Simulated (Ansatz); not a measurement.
Process, species as SMILES: [WH6] (WH6) -> [WH5] (WH5) + H atom (the H-W bond at the site shown breaks; other sites are not compared here)
Structures are relaxed separately at B3LYP-D3(BJ)/def2-TZVP in Ansatz (a first-principles code). Frequencies are from Ansatz. High T1 diagnostic, so coupled cluster is less sure: [WH6] (WH6). [WH5] (WH5): The spin state was set by rule; other spins were not relaxed.

Quantity: bond dissociation energy (enthalpy at 298 K, with B3LYP-D3(BJ) rigid-rotor harmonic-oscillator terms), in eV. Valence correlation only, unless marked. Open shells are spin-unrestricted. No spin-orbit coupling. The frozen core is the preceding noble-gas configuration, with the filled d and f shells of earlier blocks. Past Kr the def2 sets carry scalar-relativistic core potentials. CBS(X,Y): correlation extrapolated as X^-3; Hartree-Fock from the larger set. The bracket is a focal-point correction in the basis named.

```tsv
level	program	bond dissociation energy (eV)
B97M-V/def2-TZVPD	Ansatz	2.69
r2SCANh-D4/def2-TZVPD	Ansatz + dftd4	2.69
r2SCAN0/def2-TZVPD	Ansatz	2.63
HSE06-D3(BJ)/def2-TZVPD	Ansatz + dftd3	2.69
LC-wPBE-D3(BJ)/def2-TZVPD	Ansatz + dftd3	___
wB97M-V/def2-TZVPD	Ansatz	___
wB97X/def2-TZVPD	Ansatz	2.63
B2GP-PLYP-D3(BJ)/def2-TZVPD	Ansatz + dftd3	2.68
B2GP-PLYP-D4/def2-TZVPD	Ansatz + dftd4	2.67
B2PLYP-D3(BJ)/def2-TZVPD	Ansatz + dftd3	2.70
SCS-MP2/def2-SVP	Ansatz	2.64
SCS-MP2/def2-SVPD	Ansatz	2.69
SCS-MP2/def2-TZVPP	Ansatz	2.86
CCSD/def2-SVPD	Ansatz	___
CCSD/def2-TZVPP	Ansatz	2.62
CCSD/def2-TZVPPD	Ansatz	2.63
RI-MP2/CBS(def2-TZVPPD,def2-QZVPPD)+[CCSD(T)-MP2]/def2-TZVPPD	Ansatz	___
```

Task: Some entries are withheld; supply them.

Result: 
- LC-wPBE-D3(BJ)/def2-TZVPD, bond dissociation energy (eV): 2.60
- wB97M-V/def2-TZVPD, bond dissociation energy (eV): 2.71
- CCSD/def2-SVPD, bond dissociation energy (eV): 2.50
- RI-MP2/CBS(def2-TZVPPD,def2-QZVPPD)+[CCSD(T)-MP2]/def2-TZVPPD, bond dissociation energy (eV): 2.81
